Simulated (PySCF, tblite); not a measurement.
Rigid-rotor lines calculated for a species of formula C6H13FSSi (commonest isotopes; PBE0/pcSseg-1 in PySCF (dipole) on a GFN2-xTB geometry, gas phase), labelled J(Ka,Kc):

| transition | MHz |
| --- | --- |
| 2(1,1) ← 1(1,0) | 2601.6 |
| 1(1,1) ← 0(0,0) | 1715.8 |
| 2(1,2) ← 1(1,1) | 2153.6 |
| 2(0,2) ← 1(0,1) | 2320.0 |
| 1(0,1) ← 0(0,0) | 1188.8 |

(1) Find the rotational constants.

(2) What moments of inertia, asymmetry and inertial defect follow?

(3) Which dipole components do these lines need?

(4) Predict further lines from these constants: 2(0,2) ← 1(1,1); 2(1,1) ← 2(0,2); 2(2,0) ← 2(1,1); 3(1,2) ← 3(0,3); 3(3,1) ← 3(2,2); 3(3,1) ← 2(2,1); 2(2,1) ← 1(1,0); 3(1,3) ← 2(0,2); 3(1,2) ← 2(2,1); 3(2,2) ← 3(1,3); 1(1,1) ← 1(0,1); 3(2,2) ← 2(1,1); 3(2,2) ← 3(1,2).

(5) Which structure gave them?

## Answers

(1) 1(0,1) ← 0(0,0) is B + C, 2(1,1) ← 1(1,0) is 3B + C and 2(1,2) ← 1(1,1) is B + 3C, so B − C is half the difference of the last two, 224.0 MHz. 1(1,1) ← 0(0,0) is A + C. A = 1233.4, B = 706.4, C = 482.4 MHz.

(2) I = 505379 MHz·u·Å² over each constant: Ia = 409.74, Ib = 715.41, Ic = 1047.65 u·Å²; κ = (2B − A − C)/(A − C) = -0.403 (asymmetric top); Δ = Ic − Ia − Ib = -77.51 u·Å².

(3) μa and μb (a-type: ΔKa even, ΔKc odd; b-type: both odd). The calculation gives |μa| = 0.38 D, |μb| = 2.59 D, |μc| = 0.58 D.

(4) 
| transition | MHz | type | branch |
| --- | --- | --- | --- |
| 1(1,1) ← 1(0,1) | 527 | c | Q |
| 2(1,1) ← 2(0,2) | 1033 | b | Q |
| 3(2,2) ← 3(1,2) | 1287 | c | Q |
| 3(1,2) ← 3(0,3) | 1536 | b | Q |
| 2(2,0) ← 2(1,1) | 1639 | b | Q |
| 2(0,2) ← 1(1,1) | 1793 | b | R |
| 3(1,2) ← 2(2,1) | 2280 | b | R |
| 3(2,2) ← 3(1,3) | 2621 | b | Q |
| 3(3,1) ← 3(2,2) | 3227 | b | Q |
| 3(1,3) ← 2(0,2) | 3559 | b | R |
| 2(2,1) ← 1(1,0) | 4183 | b | R |
| 3(2,2) ← 2(1,1) | 5147 | b | R |
| 3(3,1) ← 2(2,1) | 6794 | c | R |

(5) `CCC/C=C(\[SiH2]F)SC`, point group C1. Three constants can't fix a structure by themselves; this is the one that was computed:
```xyz
22
C6H13FSSi angstrom
C     -3.282    0.374    0.439
C     -1.868    0.691   -0.029
C     -0.823   -0.090    0.776
C      0.562    0.243    0.324
C      1.389   -0.613   -0.271
Si     1.024   -2.421   -0.677
F      0.512   -3.169    0.660
S      3.010   -0.162   -0.838
C      3.152    1.614   -0.487
H     -3.489   -0.689    0.336
H     -4.013    0.925   -0.150
H     -3.408    0.647    1.484
H     -1.765    0.435   -1.086
H     -1.680    1.762    0.074
H     -1.014   -1.158    0.673
H     -0.925    0.173    1.833
H      0.848    1.272    0.502
H     -0.079   -2.544   -1.622
H      2.236   -3.125   -1.053
H      4.134    1.903   -0.849
H      3.086    1.790    0.583
H      2.382    2.160   -1.024
```

The values belong to one conformer (point group C1) with, in the numbering `[CH3:1][CH2:2][CH2:3]/[CH:4]=[C:5](\[SiH2:6][F:7])[S:8][CH3:9]`, C1–C2–C3–C4 -179°, C2–C3–C4–C5 -114°, C4–C5–Si6–F7 -53°, C4–C5–S8–C9 -3°. Its GFN2-xTB frequencies are all real (lowest 28 cm⁻¹). No vibrational averaging or centrifugal distortion is included, and the geometry carries the error of its method. A rigid rotor knows nothing of internal rotation, which can split or shift real lines.

Hardware: one thread, Arm Neoverse N1 (aarch64), on a shared host. Cost: 1.8 min of wall time (with the writing of density and orbital grids), 1.1 GiB resident at most. This is the PBE0/pcSseg-1 job that gave the dipole, with the shieldings it also computed.
